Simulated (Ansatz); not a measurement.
Basis-set extrapolation for C₃H₅NSi, SMILES `C1=C[SiH2]C=N1` (PBE0-D4/def2-TZVP geometry, frozen core, Ansatz). Multiplicity 1, RHF reference.

|  | def2-TZVPP | def2-QZVPP |
| --- | --- | --- |
| HF | -459.921271 | -459.937680 |
| MP2 correlation | -0.783832 | -0.836363 |
| CCSD(T) correlation | -0.860294 | not run |

Energies in hartree. Use E(X) = E(∞) + A·exp(−7.88·√X) for Hartree–Fock and E(X) = E(∞) + B·X^(−2.97) for correlation, with X = 3 and 4, and add CCSD(T) minus MP2 of the smaller set to the MP2 limit.

**Question.** What is the CCSD(T) energy at the basis-set limit?

**Answer.** HF limit: -459.937680 + (-0.016409) × 0.13774 = -459.93994. MP2 limit: -0.836363 + (-0.052531) × 0.74074 = -0.87527. Higher-order term: -0.860294 − (-0.783832) = -0.07646. Total: -460.89167 hartree, 289.1 kJ/mol below CCSD(T)/def2-TZVPP.
